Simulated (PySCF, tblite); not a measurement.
C6H11NO.
Structure used (GFN2-xTB), in Å, numbered top down from 1:
```
atom  x, y, z in Å
C1     3.595   -1.218    0.103
C2     2.295   -1.187    0.325
C3     1.278   -0.754   -0.686
N4     0.359    0.220   -0.133
C5    -0.972   -0.009   -0.024
O6    -1.493   -1.025   -0.429
C7    -1.736    1.114    0.663
C8    -3.175    1.179    0.167
H9     4.294   -1.547    0.853
H10    4.014   -0.929   -0.847
H11    1.887   -1.483    1.282
H12    1.770   -0.344   -1.574
H13    0.658   -1.607   -0.984
H14    0.758    1.064    0.246
H15   -1.727    0.899    1.735
H16   -1.228    2.066    0.504
H17   -3.749    1.899    0.745
H18   -3.201    1.471   -0.881
H19   -3.636    0.199    0.257
```

Level of theory: PBE0/pcSseg-1 in PySCF (dipole) on a GFN2-xTB geometry, gas phase.

Masses are those of the commonest isotopes; rigid-rotor values at the optimised geometry. The values belong to one conformer with, in the numbering `[CH2:1]=[CH:2][CH2:3][NH:4][C:5](=[O:6])[CH2:7][CH3:8]`, C1–C2–C3–N4 -130°, C2–C3–N4–C5 -118°, C3–N4–C5–O6 -3°, N4–C5–C7–C8 151°.

Q: What are A, B and C (MHz)?

A: Ia = 72.66, Ib = 608.02, Ic = 644.03 u·Å²; 505379 MHz·u·Å²/I gives A = 6955, B = 831.2, C = 784.7 MHz.

Q: Classify the top.

A: A near-prolate asymmetric top. Ray's parameter κ = (2B − A − C)/(A − C) = -0.985; −1 is the prolate and +1 the oblate limit.

Q: Is it planar, by Δ = Ic − Ia − Ib?

A: Not planar: Δ = Ic − Ia − Ib = -36.65 u·Å². For a rigid frame Δ = −2 Σ m c², so Σ m c² = 18.33 u·Å² lies off the ab plane: 9.76 from hydrogen and 8.57 from heavier atoms. The atom farthest from that plane is 1.55 Å away.

Q: Give the other two planar moments, Paa and Pbb, and the rms extents of the mass along the axes.

A: Paa = Σ m a² = (Ib + Ic − Ia)/2 = 589.70 and Pbb = Σ m b² = (Ia + Ic − Ib)/2 = 54.34 u·Å². With the mass M = 113.08 u, the rms extents √(P/M) along a, b and c are 2.28, 0.69, 0.40 Å.

Q: Predict some low-J microwave lines.

A: The dipole components are |μa| = 1.11 D, |μb| = 3.23 D, |μc| = 0.56 D. Intensities carry the squares of the components, which stand as 0.12 : 1.00 : 0.03 (a : b : c). Some lines, for components of 0.1 D or more:

```json
{"type": "a", "branch": "R", "J(Ka,Kc)": "1(0,1) ← 0(0,0)", "MHz": "1616", "lower level (cm⁻¹)": "0.000"}
{"type": "a", "branch": "R", "J(Ka,Kc)": "2(0,2) ← 1(0,1)", "MHz": "3232", "lower level (cm⁻¹)": "0.054"}
{"type": "a", "branch": "R", "J(Ka,Kc)": "2(1,1) ← 1(1,0)", "MHz": "3278", "lower level (cm⁻¹)": "0.260"}
{"type": "c", "branch": "Q", "J(Ka,Kc)": "2(1,2) ← 2(0,2)", "MHz": "6078", "lower level (cm⁻¹)": "0.162"}
{"type": "c", "branch": "Q", "J(Ka,Kc)": "1(1,1) ← 1(0,1)", "MHz": "6124", "lower level (cm⁻¹)": "0.054"}
{"type": "c", "branch": "R", "J(Ka,Kc)": "2(1,1) ← 1(0,1)", "MHz": "9449", "lower level (cm⁻¹)": "0.054"}
{"type": "c", "branch": "Q", "J(Ka,Kc)": "2(2,1) ← 2(1,1)", "MHz": "18372", "lower level (cm⁻¹)": "0.369"}
{"type": "b", "branch": "Q", "J(Ka,Kc)": "2(2,0) ← 2(1,1)", "MHz": "18372", "lower level (cm⁻¹)": "0.369"}
{"type": "b", "branch": "Q", "J(Ka,Kc)": "2(2,1) ← 2(1,2)", "MHz": "18511", "lower level (cm⁻¹)": "0.364"}
{"type": "c", "branch": "R", "J(Ka,Kc)": "2(2,1) ← 1(1,1)", "MHz": "21697", "lower level (cm⁻¹)": "0.258"}
{"type": "b", "branch": "R", "J(Ka,Kc)": "2(2,0) ← 1(1,1)", "MHz": "21697", "lower level (cm⁻¹)": "0.258"}
```

Q: Estimate the classical rotational partition function at 25 K, 50 K and 500 K.

A: Point group C1, symmetry number σ = 1; q = (√π/σ)·√((kT/h)³/(ABC)), k/h = 20836.6 MHz/K: 9890 at 25 K, 28000 at 50 K, 885000 at 500 K.

Its lowest GFN2-xTB frequency is 9i cm⁻¹, too small to tell a flat minimum from a shallow saddle. These are rigid-rotor constants of the computed structure; measured ground-state constants (B0) also hold zero-point vibration. A rigid rotor knows nothing of internal rotation, which can split or shift real lines. Quadrupole hyperfine structure (14N) is left out.

The run took 36 s of wall time (with the writing of density and orbital grids) on an Arm Neoverse V1 with one thread (shared host), and the process peaked at 0.84 GiB of memory. This is the PBE0/pcSseg-1 job that gave the dipole, with the shieldings it also computed.
